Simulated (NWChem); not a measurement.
System: CH$_{2}$BF$_{3}$; SMILES BC(F)(F)F

Output (shortened):

```
             Northwest Computational Chemistry Package (NWChem) 7.3.0
             --------------------------------------------------------

                             Geometry "geometry" -> ""
                             -------------------------

 Output coordinates in angstroms (scale by  1.889725989 to convert to a.u.)

  No.       Tag          Charge          X              Y              Z
 ---- ---------------- ---------- -------------- -------------- --------------
    1 B                    5.0000    -0.00011500     1.55692200     0.46172600
    2 C                    6.0000     0.00053700     0.01363800     0.05156600
    3 F                    9.0000    -0.01549400     0.01606900    -1.30043000
    4 F                    9.0000    -1.06645500    -0.67612000     0.46646200
    5 F                    9.0000     1.08196900    -0.66845400     0.44098200
    6 H                    1.0000    -1.05542300     2.11859000     0.58045400
    7 H                    1.0000     1.05367000     2.12604800     0.55589300

 Effective nuclear repulsion energy (a.u.)     179.2936379192

  pbe96 is a nonlocal functional; adding pw91lda local functional.
                              NWChem Property Module
                              ----------------------

  itol2e modified to match energy
  convergence criterion.

                                 NWChem DFT Module
                                 -----------------

 Summary of "ao basis" -> "ao basis" (spherical)
 ------------------------------------------------------------------------------
       Tag                 Description            Shells   Functions and Types
 ---------------- ------------------------------  ------  ---------------------
 B                          pcsseg-1                 7       17   3s3p1d
 C                          pcsseg-1                 7       17   3s3p1d
 F                          pcsseg-1                 7       17   3s3p1d
 H                          pcsseg-1                 3        5   2s1p

  itol2e modified to match energy
  convergence criterion.

[...]

          -----------------------------------------
          Chemical Shielding Tensors (GIAO, in ppm)
          -----------------------------------------

                                NWChem CPHF Module
                                ------------------

  scftype          =     RHF
  nclosed          =       20
  nopen            =        0
  variables        =     1500
  # of vectors     =        3
  tolerance        = 0.10D-03
  level shift      = 0.00D+00
  max iterations   =       50
  max subspace     =       30

 SCF residual:    2.6916864143008179E-005

Iterative solution of linear equations
  No. of variables     1500
  No. of equations        3
  Maximum subspace       30
        Iterations       50
       Convergence  1.0D-04

   iter   nsub   residual    time
   ----  ------  --------  ---------
     1      3    8.74D-06      14.6

      Atom:    1  B
        Diamagnetic
    189.4005      0.0049     -0.0259
      0.0049    202.4712      4.3543
     -0.0259      4.3543    188.4894

        Paramagnetic
   -205.1079     -0.2675      1.6461
     -0.2675   -256.3408    -38.4885
      1.6461    -38.4885    -75.4447

        Total Shielding Tensor
    -15.7073     -0.2626      1.6202
     -0.2626    -53.8696    -34.1342
      1.6202    -34.1342    113.0447

           isotropic =      14.4893
          anisotropy =     157.9290

          Principal Components and Axis System
                 1           2           3
              119.7753    -60.5803    -15.7271

      1         0.0121     -0.0012      0.9999
      2        -0.1929      0.9812      0.0035
      3         0.9811      0.1929     -0.0116

      Atom:    2  C
        Diamagnetic
    246.0343     -0.0164      0.0043
     -0.0164    241.3998     -2.7820
      0.0043     -2.7820    245.5918

        Paramagnetic
   -185.4104      0.0904     -0.2644
      0.0904   -207.3667      1.1027
     -0.2644      1.1027   -207.8003

        Total Shielding Tensor
     60.6239      0.0740     -0.2601
      0.0740     34.0331     -1.6793
     -0.2601     -1.6793     37.7915

           isotropic =      44.1495
          anisotropy =      24.7165

          Principal Components and Axis System
                 1           2           3
               60.6271     38.4292     33.3921

      1         0.9999      0.0121      0.0009
      2         0.0035     -0.3566      0.9342
      3        -0.0116      0.9342      0.3567

      Atom:    3  F
        Diamagnetic
    465.7416     -0.0280      0.2976
     -0.0280    467.7402     -1.7693
      0.2976     -1.7693    490.3198

        Paramagnetic
   -181.7643      0.7846     -0.4014
      0.7846   -306.9786     28.9194
     -0.4014     28.9194   -207.7166

        Total Shielding Tensor
    283.9773      0.7566     -0.1038
      0.7566    160.7616     27.1501
     -0.1038     27.1501    282.6032

           isotropic =     242.4474
          anisotropy =      68.8990

          Principal Components and Axis System
                 1           2           3
              288.3800    283.9811    154.9810

      1         0.0127      0.9999     -0.0059
      2         0.2081      0.0031      0.9781
      3         0.9780     -0.0137     -0.2081

      Atom:    4  F
        Diamagnetic
    483.0030      8.9363     -7.3644
      8.9363    470.8678     -3.8060
     -7.3644     -3.8060    469.4842

        Paramagnetic
   -191.5576     43.2289     22.5893
     43.2289   -252.6436    -37.4340
     22.5893    -37.4340   -258.8524

[...]
```

Level: PBE/pcSseg-1, GIAO. The geometry was optimised at PBE0/def2-SVP. The output numbers the shielded atoms by their place in the input's list. The printed shielding anisotropy is the first printed principal value minus the mean of the other two.

Question: Write an input that gives this output.

Answer: One answer among several that fit: the input that was run:
```
start job
memory heap 200 mb stack 900 mb global 1100 mb
geometry units angstroms noautosym nocenter noautoz
  B     -0.000115     1.556922     0.461726
  C      0.000537     0.013638     0.051566
  F     -0.015494     0.016069    -1.300430
  F     -1.066455    -0.676120     0.466462
  F      1.081969    -0.668454     0.440982
  H     -1.055423     2.118590     0.580454
  H      1.053670     2.126048     0.555893
end
basis spherical
  B library pcsseg-1
  C library pcsseg-1
  F library pcsseg-1
  H library pcsseg-1
end
dft
  xc xpbe96 cpbe96
  iterations 150
end
property
  shielding 5 1 2 3 4 6
end
task dft property
```
